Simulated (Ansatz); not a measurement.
`CC(C)N([SiH3])C(C)C` and `C=CCN([SiH3])C(C)C` differ in one atom or group.

Ansatz, PBE0-D4/def2-TZVP geometries, multiplicity 1. Each molecule was computed in one conformer, which needn't be the lowest.

| property | `CC(C)N([SiH3])C(C)C` |
| --- | --- |
| HOMO energy (PBE0/def2-TZVPP) / eV | -6.21 |
| size of the dipole moment (B3LYP/def2-TZVPP) / D | 1.31 |
| LUMO energy (PBE/def2-TZVPP) / eV | -0.08 |
| HOMO–LUMO gap (ωB97M-V/def2-TZVPP) / eV | 10.78 |
| HOMO–LUMO gap (PBE0/def2-TZVPP) / eV | 6.96 |
| HOMO–LUMO gap (B3LYP/def2-TZVPP) / eV | 6.50 |

Problem. Give the same properties after the change, and the shifts. (An estimate is asked.)

Solution. The calculation gave: 
```tsv
property	`C=CCN([SiH3])C(C)C`	shift
HOMO energy (PBE0/def2-TZVPP) / eV	-6.34	-0.13
size of the dipole moment (B3LYP/def2-TZVPP) / D	1.21	-0.10
LUMO energy (PBE/def2-TZVPP) / eV	-0.81	-0.73
HOMO–LUMO gap (ωB97M-V/def2-TZVPP) / eV	10.79	0.01
HOMO–LUMO gap (PBE0/def2-TZVPP) / eV	6.56	-0.40
HOMO–LUMO gap (B3LYP/def2-TZVPP) / eV	6.12	-0.38
```

With PBE0 the HOMO falls by 0.13 eV and the LUMO falls by 0.53 eV, so the gap narrows by about 0.40 eV. PBE moves the HOMO by -0.15 eV and ωB97M-V by -0.13 eV. Dipoles are sizes alone; their direction can turn.

Positive LUMOs are unbound, so they and the gaps depend on the basis.

B3LYP here is the variant with VWN-RPA as its local correlation; programs differ in this.
